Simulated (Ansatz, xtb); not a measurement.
C5H6BrNSi: which of two isomers lies lower

We compare X, `[SiH3]c1ccc(Br)nc1`, a singlet, with Y, `[SiH3]c1cnccc1Br`, a singlet. Both are isolated molecules in the gas phase, relaxed with PBE0-D3(BJ)/def2-SVP.

Quicker runs give these differences E(Y) − E(X): GFN2-xTB −0.57 kcal/mol; HF/STO-3G +1.36 kcal/mol (at GFN2-xTB geometries); r2SCAN-D4/def2-SVP +0.62 kcal/mol (at GFN2-xTB geometries).

Estimate E(Y) − E(X) at the level CCSD(T)/def2-SVP + ΔMP2/def2-TZVPP.

CCSD(T)/def2-SVP + ΔMP2/def2-TZVPP gives E(Y) − E(X) = −0.61 kcal/mol, slightly favouring structure Y, which is too small a margin to settle the true order.

The same difference at several levels:

```json
{"level": "GFN2-xTB", "geometry": "GFN2-xTB", "E(Y) − E(X) (kcal/mol)": "−0.57", "departure from the last row (kcal/mol)": "+0.04", "job, with rough time for the two": "optimisation, 0.59 s"}
{"level": "HF/STO-3G", "geometry": "GFN2-xTB", "E(Y) − E(X) (kcal/mol)": "+1.36", "departure from the last row (kcal/mol)": "+1.97", "job, with rough time for the two": "single point, 4.2 s"}
{"level": "r2SCAN-D4/def2-SVP", "geometry": "GFN2-xTB", "E(Y) − E(X) (kcal/mol)": "+0.62", "departure from the last row (kcal/mol)": "+1.23", "job, with rough time for the two": "single point, 23 s"}
{"level": "PBE0-D3(BJ)/def2-SVP", "geometry": "PBE0-D3(BJ)/def2-SVP", "E(Y) − E(X) (kcal/mol)": "−0.02", "departure from the last row (kcal/mol)": "+0.59", "job, with rough time for the two": "optimisation, 8.1 min"}
{"level": "HF/def2-SVP", "geometry": "PBE0-D3(BJ)/def2-SVP", "E(Y) − E(X) (kcal/mol)": "+0.89", "departure from the last row (kcal/mol)": "+1.50", "job, with rough time for the two": "part of the CCSD(T) run"}
{"level": "MP2/def2-SVP", "geometry": "PBE0-D3(BJ)/def2-SVP", "E(Y) − E(X) (kcal/mol)": "−0.33", "departure from the last row (kcal/mol)": "+0.28", "job, with rough time for the two": "part of the CCSD(T) run"}
{"level": "CCSD(T)/def2-SVP", "geometry": "PBE0-D3(BJ)/def2-SVP", "E(Y) − E(X) (kcal/mol)": "−0.25", "departure from the last row (kcal/mol)": "+0.36", "job, with rough time for the two": "single point"}
{"level": "CCSD(T)/def2-SVP + ΔMP2/def2-TZVPP", "geometry": "PBE0-D3(BJ)/def2-SVP", "E(Y) − E(X) (kcal/mol)": "−0.61", "departure from the last row (kcal/mol)": "", "job, with rough time for the two": "single point, 12 min"}
```

As drawn, both hold the same kinds of bond in the same numbers.

The largest departure from CCSD(T)/def2-SVP + ΔMP2/def2-TZVPP is that of HF/STO-3G, 1.97 kcal/mol. The last row adds to CCSD(T) the change of the MP2 difference between the two basis sets, here −0.36 kcal/mol.

With thermal terms from frequencies at re-optimised GFN2-xTB minima (ideal gas, soft modes damped towards free rotors, one conformer each, 298.15 K, 1 atm): the zero-point term adds +0.29 kcal/mol; ΔH is −0.51 and ΔG +0.12 kcal/mol.

The correlated steps freeze 20 core orbitals; the filled d shell of Br is correlated, in a basis made for valence electrons. Codes used: Ansatz 0.2.0, xtb 6.7.1; the last row on 2 threads of AMD EPYC (Zen 3) on a shared host.
